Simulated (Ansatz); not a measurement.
Stepwise reaction of `N#[C][Sn]([Cl])([Cl])[C]#N` with hydrogen fluoride, as a gas-phase model of exchange steps in deposition or etching. ΔE in kJ/mol; ΔG adds harmonic PBE0-D4 terms to CCSD(T)/CBS, at 1 bar.

Computed with Ansatz on PBE0-D4/def2-TZVP structures; ΔE is electronic, products minus reactants. CCSD(T)/CBS is the MP2 limit (def2-TZVPP, def2-QZVPP) plus CCSD(T) − MP2 in def2-TZVPP, frozen cores. This one scheme is used for every species. DFT in def2-TZVPP. B3LYP here is the variant with VWN-RPA as its local correlation; programs differ in this. def2 core potentials past Kr. For Sn outer-core shells are correlated without core-valence functions, which leaves a few kJ/mol of doubt a bond.

```tsv
step	reaction	PBE-D4	B3LYP-D4	ωB97M-V	CCSD(T)/CBS	ΔG(500 K)
1	`N#[C][Sn]([Cl])([Cl])[C]#N` + H–F → `N#[C][Sn]([F])([Cl])[Cl]` + `C#N`	-46.5	-49.1	-45.5	-38.5	-40.9
2	`N#[C][Sn]([F])([Cl])[Cl]` + H–F → `[F][Sn]([F])([Cl])[Cl]` + `C#N`	-45.0	-47.5	-44.4	-38.3	-34.6
```

(1) By hand: ΔE of the 2 steps together at CCSD(T)/CBS.

Answers

(1) (-38.5) + (-38.3) = -76.8 kJ/mol, or -38.4 kJ/mol a step.

In ΔE the steps differ by no more than 0.2 kJ/mol. All are downhill at CCSD(T)/CBS. ΔG lies between -40.9 and -34.6 kJ/mol a step. PBE-D4 differs from CCSD(T)/CBS by -8.0 to -6.7 kJ/mol a step. Only this route is followed, and other bonds may react first. Isolated molecules leave out the surface, adducts and barriers. Largest T1 diagnostic: 0.014.
